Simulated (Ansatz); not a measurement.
The first iterations of a band of CH3BiClF (7 atoms, charge 0, multiplicity 1).

Theory: Ansatz, RKS B3LYP-D4/def2-SVP.

```
movable images  : 5
climbing image  : yes
spring          : 5.0 eV/Å²
optimiser       : lbfgs
start path      : through a guess of the saddle point
force threshold : 0.05 eV/Å
iteration limit : 56
end points      : relaxed
largest step    : 0.5 Å
```

Initial state:

```xyz
7
Properties=species:S:1:pos:R:3
C -0.297 0.847 0.314
Bi 0.872 -0.498 -1.106
F 1.887 -1.381 0.441
Cl -0.990 -2.138 -1.326
H -1.366 0.767 0.077
H -0.093 0.448 1.319
H 0.049 1.888 0.235
```

Final state:

```xyz
7
Properties=species:S:1:pos:R:3
C -0.352 0.737 0.492
Bi 0.442 -1.391 0.295
F 2.188 -0.740 -0.562
Cl -0.846 -1.858 -1.787
H -1.280 0.819 -0.089
H -0.523 0.993 1.548
H 0.432 1.374 0.057
```

| iteration | highest image above the first end (eV) | largest band force component (eV/Å) |
| --- | --- | --- |
| 1 | 2.075 | 6.172 |
| 2 | 1.325 | 2.656 |
| 3 | 1.250 | 1.184 |
| 4 | 1.221 | 0.994 |
| 5 | 1.216 | 1.056 |
| 6 | 1.195 | 0.274 |
| 7 | 1.194 | 0.208 |
| 8 | 1.195 | 0.448 |
| 9 | 1.192 | 0.175 |
| 10 | 1.193 | 0.260 |
| 11 | 1.192 | 0.169 |
| 12 | 1.193 | 0.397 |
| 13 | 1.191 | 0.161 |
| 14 | 1.191 | 0.211 |
| 15 | 1.190 | 0.156 |
| 16 | 1.191 | 0.355 |

**Question.** Does the band converge within its limit, and where does its top end?

**Answer.** The forces met the threshold. It ended after 49 iterations with the highest image 1.184 eV above the first end. Another band between the same ends (5 images) ends at a top of the same energy, where a vibrational analysis finds 2 clearly imaginary modes.

Run time: 15 min on 1 thread of Arm Neoverse V2, with other jobs on the host, peak memory 0.2 GiB.
